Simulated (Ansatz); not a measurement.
A nudged elastic band was laid between two geometries of C$_{4}$H$_{11}$ClSi (17 atoms, charge 0, multiplicity 1).

All numbers below come from Ansatz, RKS LDA/STO-3G.

```yaml
movable_images: 5
climbing_image: yes
spring: 5.0 eV/Å²
optimiser: quadratic models (default)
start_path: through a guess of the saddle point
force_threshold: 0.05 eV/Å
iteration_limit: 60
end_points: relaxed
```

Initial state:

```xyz
17
Properties=species:S:1:pos:R:3
C -1.441 -2.025 -1.328
Si -0.575 -1.099 0.036
C -0.100 0.618 -0.563
C 0.354 1.530 0.585
C 1.645 1.062 1.279
Cl 0.644 3.246 -0.066
H -2.351 -1.498 -1.647
H -0.791 -2.136 -2.206
H -1.733 -3.030 -0.995
H 0.616 -1.818 0.448
H -1.450 -0.960 1.187
H -0.967 1.082 -1.060
H 0.709 0.551 -1.308
H -0.459 1.655 1.332
H 2.461 0.972 0.545
H 1.475 0.074 1.741
H 1.943 1.776 2.062
```

Final state:

```xyz
17
Properties=species:S:1:pos:R:3
C -1.419 -2.033 -1.342
Si -0.513 -1.130 0.012
C -0.170 0.640 -0.521
C 0.311 1.516 0.645
C 1.669 1.087 1.225
Cl 0.462 3.278 0.075
H -0.824 -2.062 -2.264
H -1.633 -3.068 -1.045
H -2.374 -1.543 -1.572
H 0.739 -1.801 0.307
H -1.315 -1.098 1.222
H -1.092 1.079 -0.934
H 0.590 0.657 -1.319
H -0.454 1.553 1.449
H 2.437 1.088 0.436
H 1.586 0.066 1.637
H 1.980 1.772 2.029
```

Task: What changes between the two ends?

Result: No bond is made or broken. The dihedral H7–C1–Si2–C3 goes from -60 to 60°. The two ends are copies of one structure, up to a mirror image or an exchange of like atoms.

Task: Give the energies along the band, and the barrier.

Result: The run converged. The highest image is number 3 of 0 to 6, 5.0 kJ/mol above the ends, which have the same energy within 2 meV. A vibrational analysis at the climbing image gives one clearly imaginary mode, 142i cm⁻¹: a first-order saddle point. Limits of this set-up: minimal basis.

```json
{"image": "0", "path coordinate (Å)": "0.00", "energy (kJ/mol)": "0.0", "dihedral H7–C1–Si2–C3 (°)": "-60"}
{"image": "1", "path coordinate (Å)": "0.66", "energy (kJ/mol)": "1.0", "dihedral H7–C1–Si2–C3 (°)": "-42"}
{"image": "2", "path coordinate (Å)": "1.32", "energy (kJ/mol)": "3.5", "dihedral H7–C1–Si2–C3 (°)": "-22"}
{"image": "3", "path coordinate (Å)": "1.97", "energy (kJ/mol)": "5.0", "dihedral H7–C1–Si2–C3 (°)": "0"}
{"image": "4", "path coordinate (Å)": "2.56", "energy (kJ/mol)": "3.7", "dihedral H7–C1–Si2–C3 (°)": "20"}
{"image": "5", "path coordinate (Å)": "3.15", "energy (kJ/mol)": "1.2", "dihedral H7–C1–Si2–C3 (°)": "41"}
{"image": "6", "path coordinate (Å)": "3.74", "energy (kJ/mol)": "0.0", "dihedral H7–C1–Si2–C3 (°)": "60"}
```

Task: What is the geometry of the highest image?

Result: 
```xyz
17
Properties=species:S:1:pos:R:3:forces:R:3
C -1.351 -2.057 -1.371 0.00 0.00 0.01
Si -0.628 -1.105 0.067 0.00 -0.01 0.01
C -0.218 0.648 -0.475 0.00 0.02 0.00
C 0.331 1.511 0.671 0.01 -0.02 0.00
C 1.723 1.079 1.158 -0.01 0.00 0.00
Cl 0.444 3.280 0.112 0.00 0.00 0.00
H -1.410 -1.425 -2.267 0.00 0.00 0.00
H -0.736 -2.931 -1.618 0.00 0.00 0.00
H -2.364 -2.411 -1.145 0.00 0.00 0.00
H 0.575 -1.755 0.554 0.00 0.00 -0.01
H -1.576 -1.029 1.164 0.01 0.00 0.00
H -1.133 1.122 -0.866 0.00 0.00 0.00
H 0.518 0.631 -1.295 0.00 0.00 0.00
H -0.384 1.539 1.520 0.00 0.01 0.00
H 2.440 1.099 0.323 0.00 0.00 0.00
H 1.670 0.051 1.555 0.00 0.00 0.00
H 2.081 1.752 1.953 0.00 0.00 0.00
```

Task: What are the harmonic wavenumbers there?

Result: 142i, 39, 90, 124, 227, 242, 274, 344, 417, 541, 727, 752, 778, 833, 889, 927, 975, 998, 1009, 1086, 1089, 1121, 1212, 1275, 1317, 1364, 1443, 1474, 1515, 1615, 1617, 1631, 1654, 1655, 2624, 2662, 3289, 3302, 3322, 3340, 3431, 3453, 3468, 3471, 3472 cm⁻¹.

The band took 5 iterations and roughly 70 core-seconds.

Run time: 69 s on 1 thread of Intel(R) Xeon(R) Platinum 8488C (Sapphire Rapids), with other jobs on the host, peak memory 0.12 GiB.
